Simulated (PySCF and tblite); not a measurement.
C₃H₆BrF, numbered as in [CH3:1][C@H:2]([F:3])[CH2:4][Br:5].

Free energies: B3LYP-D3(BJ)/def2-SVP on PBE0-D3(BJ)/def2-SVP structures plus GFN2-xTB thermal terms, symmetry and mirror images included. Conformers within 3 kcal/mol (GFN2-xTB free energy) were kept, 2 at most. Couplings: B3LYP/6-31G* with pcJ-1 on H, F (gas phase; spin-dipole term only for pairs with B, N, F, Si or P). Couplings are for ¹⁹F, ¹H. H–H couplings come out 0.1 to 0.9 Hz lower than with pcJ-1 on all atoms. Of two unlike H on one atom, a is the less shielded (WP04/pcSseg-1). Run with PySCF (density fitting) and tblite.

Torsions listed: F3–C2–C4–Br5.

```
conformer  shape  weight %
        1   171°      81.0
        2    64°      19.0
```

Dihedral angles along the coupling paths:

```
  coupling  conformer  dihedral (°)
³J(F3,H4a)          1            53
³J(F3,H4a)          2           -56
³J(F3,H4b)          1           -69
³J(F3,H4b)          2          -177
³J(H2,H4a)          1           -63
³J(H2,H4a)          2          -173
³J(H2,H4b)          1           176
³J(H2,H4b)          2            66
```

(1) What are these vicinal couplings in each conformer, and averaged?

Spin–orbit effects of the heavy atoms on shieldings are missing. For its torsions the set is small; conformers may be missing.

Computed couplings to fluorine can be off by tens of per cent at such levels.

## Answers

(1) 
```tsv
coupling	conformer	dihedral (°)	J (Hz)	average (Hz)
³J(F3,H4a)	1	53	10.0	10.3
³J(F3,H4a)	2	-56	11.9	10.3
³J(F3,H4b)	1	-69	3.1	8.8
³J(F3,H4b)	2	-177	33.3	8.8
³J(H2,H4a)	1	-63	4.6	5.8
³J(H2,H4a)	2	-173	11.1	5.8
³J(H2,H4b)	1	176	12.0	10.1
³J(H2,H4b)	2	66	1.9	10.1
```
